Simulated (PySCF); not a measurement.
Species: sum formula SiN$_{3}$H$_{5}$F (charge 0, doublet). It need not be the lowest isomer of its formula. SMILES: [NH][Si](F)(N)N
Geometry from a B3LYP-D3(BJ)/def2-TZVP (Ansatz) optimisation:
```
Si
F 1 1.6016
N 1 1.7029 2 113.78
H 3 1.0074 1 120.79 2 91.96
H 3 1.0088 4 111.30 1 150.65
N 1 1.7045 2 104.74 3 -118.59
H 6 1.0069 1 120.88 2 168.18
H 6 1.0077 7 112.29 1 -153.72
N 1 1.7356 2 105.13 6 -117.86
H 9 1.0213 1 115.40 2 -155.36
```
Charge 0, spin multiplicity 2.

Dispersion corrections to the total energy (kcal/mol) from the dftd3 and dftd4 libraries through PySCF: D3(BJ) without and D4 with the three-body term, each with the damping fitted for the functional named.

```tsv
functional	D3(BJ)	D4
PW6B95	-2.33	-4.35
B2PLYP	___	-3.38
BP86	-7.35	___
TPSSh	-5.32	___
LC-wPBE	-4.34	-5.40
PBE0	-3.99	-4.06
B3LYP	-8.06	-7.83
```

Q: Fill in the missing entries.

A: 
- B2PLYP, D3(BJ): -3.77
- BP86, D4: -6.42
- TPSSh, D4: -5.95
